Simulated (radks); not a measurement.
Ionisation of the calcium ion Ca+, [Ar] 4s1, to [Ar] as the strength of local exchange is varied. All-electron calculation, Dirac Kohn-Sham, Slater X-alpha exchange (alpha = 2/3 is LDA exchange), no correlation, spin-unpolarised, spherical densities, finite nucleus; Fermi nuclear charge, rms radius 3.4776 fm. Program: a radial shooting solver on a logarithmic mesh with Libxc functionals.

alpha  E(Ca+) (hartree)  exchange (hartree)  IE (eV)  -e of the level emptied (eV)  <r> of it (bohr)
0.578        -672.59104           -28.09598   10.612                 7.800 (4s1/2)             3.727
0.667        -676.92871           -32.59419   11.084                 8.279 (4s1/2)             3.641
0.803        -683.60138           -39.55630   11.824                 9.038 (4s1/2)             3.517
0.823        -684.58718           -40.58915   11.935                 9.152 (4s1/2)             3.499
0.978        -692.26630           -48.67201   12.811                10.060 (4s1/2)             3.371

NIST Atomic Spectra Database: 11.872 eV (measured). The Delta-SCF value meets it near alpha = 0.81. Spin polarisation and multiplet splitting are left out, so open shells lie too high by an amount that depends on their filling.

Beside tabulated values, note that spin-unpolarised runs miss the spin-polarisation part of the exchange energy of open shells.
